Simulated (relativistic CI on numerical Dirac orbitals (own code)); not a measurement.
**Electric-dipole lines of I³⁷⁺**

Computed by Dirac-Coulomb-Breit CI, KLI orbitals optimised for each configuration, a model potential for QED, unscaled Slater integrals (own radial code, finite nucleus).

Configurations in the expansion (outside the closed core [Ne]): 3s²3p⁴, 3s3p⁵, 3s²3p³3d, 3p⁶, 3s3p⁴3d, 3p⁵3d, 3s3p³3d², 3s²3p²3d4p, 3p⁵4s, 3s3p³3d4s, 3p⁵4p, 3s²3p³4s, 3s²3p³4p, 3p⁴3d4p, 3s²3p³4d, 3s3p⁴4s, 3s²3p³4f, 3s3p⁴4p, 3s3p⁴4d, 3s3p⁴4f, 3s²3p³5s, 3s²3p³5p, 3s²3p²4s4p, 3s²3p³5d, 3s²3p³5f, 3s²3p³5g, 3s3p³4s², 3s3p⁴5s, 3s²3p²3d², 3s²3p3d³, 3s3p²3d³, 3s²3p3d²4s, 3s²3p3d²4p, 3s²3p3d²4d, 3p⁴3d², 3p³3d³, 3p³3d²4s, 3p³3d²4p, 3p³3d²4d, 3s²3p²3d4s, 3s3p²3d²4s, 3s²3p3d4s², 3s²3p3d4s4p, 3s²3p3d4s4d, 3p⁴3d4s, 3p³3d4s², 3p³3d4s4p, 3p³3d4s4d, 3s²3p²4s², 3s3p²3d4s², 3s²3p4s²4p, 3s²3p4s²4d, 3s²3p²4p², 3s²3p3d4p², 3s3p²3d4p², 3s²3p4s4p², 3s²3p4p³, 3s²3p4p²4d, 3s3p³4s4p, 3s3p²3d4s4p, 3s3p²4s²4p, 3s3p²4s4p², 3s3p²4s4p4d. Double excitations out of closed p, d and f shells are left out; levels of such configurations are missing from the list, as are those of other unlisted configurations, and high levels can miss mixing partners. These lack a partner that the ground configuration has and come out too high: 3s²3p³4f, 3s3p⁴4p, 3s3p⁴4d, 3s3p⁴4f, 3s²3p³5s.

```csv
λ vac (nm),Lower,Upper,A (s⁻¹),gf,Branching (%)
4.7692,3s²3p³3d ³D°3 [12],3s²3p²3d² ³F2 [149],4.82e+11,8.22e-01,65.5
4.8577,3s²3p³3d ³F°3 [9],3s²3p²3d² ³D3 [108],5.26e+11,1.30e+00,77.1
4.8617,3s²3p³3d ⁵D°4 [22],3s²3p²3d² ³D3 [191],5.13e+11,1.27e+00,63.2
4.8703,3s²3p³3d ³F°3 [9],3s²3p²3d² ³D2 [107],4.68e+11,8.32e-01,72.6
4.8732,3s²3p³3d ³F°4 [11],3s²3p²3d² ³F3 [125],3.77e+11,9.40e-01,65.0
4.8878,3s²3p³3d ³F°4 [11],3s²3p²3d² ⁵P3 [123],2.77e+11,6.94e-01,66.9
4.9635,3s²3p³3d ³F°4 [11],3s²3p²3d² ⁵D4 [120],2.52e+11,8.38e-01,74.8
4.9642,3s²3p⁴ ³P2 [1],3s²3p³3d ³S°1 [30],5.81e+11,6.44e-01,98.2
4.9744,3s²3p³3d ³F°4 [11],3s²3p²3d² ³F4 [119],2.15e+11,7.19e-01,56.3
4.9749,3s²3p⁴ ³P2 [1],3s²3p³3d ³P°2 [29],6.27e+11,1.16e+00,97.5
4.9941,3s²3p⁴ ³P2 [1],3s²3p³3d ³D°3 [28],5.69e+11,1.49e+00,99.6
4.9997,3s²3p⁴ ³P1 [3],3s²3p³3d ³P°1 [45],4.11e+11,4.63e-01,59.5
5.0274,3s²3p⁴ ¹S0 [2],3s²3p³3d ³P°1 [32],3.83e+11,4.36e-01,57.8
5.0396,3s²3p⁴ ¹D2 [4],3s²3p³3d ³D°2 [51],2.29e+11,4.36e-01,55.9
5.0783,3s²3p⁴ ¹D2 [4],3s²3p³3d ¹F°3 [49],5.24e+11,1.42e+00,100.0
5.1724,3s²3p³3d ³G°5 [27],3s²3p²3d² ³G5 [180],2.87e+11,1.27e+00,53.9
5.2555,3s²3p³3d ³F°4 [11],3s²3p²3d² ⁵F5 [99],1.57e+11,7.16e-01,85.2
5.4287,3s²3p³3d ³F°2 [6],3s²3p²3d² ³G3 [79],1.80e+11,5.58e-01,86.2
6.0280,3s²3p³3d ¹F°3 [49],3s²3p²3d² ¹G4 [241],4.46e+11,2.19e+00,58.4
6.0391,3s²3p⁴ ¹D2 [4],3s3p⁵ ¹P°1 [39],4.49e+11,7.37e-01,94.4
6.0454,3s²3p⁴ ³P1 [3],3s²3p³3d ¹D°2 [38],2.36e+11,6.47e-01,57.0
6.1127,3s²3p⁴ ³P0 [5],3s²3p³3d ¹P°1 [65],4.27e+11,7.17e-01,97.0
6.2559,3s²3p⁴ ¹D2 [4],3s²3p³3d ¹D°2 [38],1.68e+11,4.94e-01,40.6
6.3399,3s²3p³3d ³D°3 [28],3s²3p²3d² ³F4 [146],2.50e+11,1.35e+00,39.1
6.4687,3s²3p³3d ³G°4 [20],3s²3p²3d² ³H5 [118],1.68e+11,1.16e+00,82.2
6.5000,3s²3p⁴ ¹D2 [4],3s²3p³3d ¹F°3 [36],1.34e+11,5.92e-01,79.5
6.5658,3s²3p³3d ³F°3 [9],3s²3p²3d² ³F4 [59],1.29e+11,7.49e-01,95.8
6.5907,3s²3p⁴ ³P2 [1],3s3p⁵ ³P°2 [13],1.04e+11,3.40e-01,92.9
6.6432,3s²3p⁴ ³P2 [1],3s²3p³3d ³D°3 [12],9.84e+10,4.56e-01,100.0
6.6955,3s²3p³3d ³D°3 [12],3s²3p²3d² ³H4 [72],1.37e+11,8.29e-01,83.4
```

Terms are leading LS components. Brackets give the number of a level in order of energy, since labels repeat. The list gives strong lines, with weight on those to low levels, without lines whose two gauges differ by over a factor of 2.5, among the lowest 400 of 10362 levels, so that lines to higher ones, which can be the strongest, are missing. Levels whose partners in the same complex of configurations lie outside the list can be far off, and so can their lines. Rates are taken at the computed energies, electric ones in the length gauge.

At this charge energies of transitions that change n are usually good to better than 1 %, and those within a shell (Δn = 0) to a few per cent.

From the table, what is the radiative lifetime of 3s²3p³3d ¹D°2?

The listed rates from this level add up to about 4.04e+11 s⁻¹, 98 % of its decay; with all channels τ = 2.41e-12 s.

LS names give the leading component of a level, which can be under half, so a name can repeat, a term be missing and a line seem to break the LS rules.
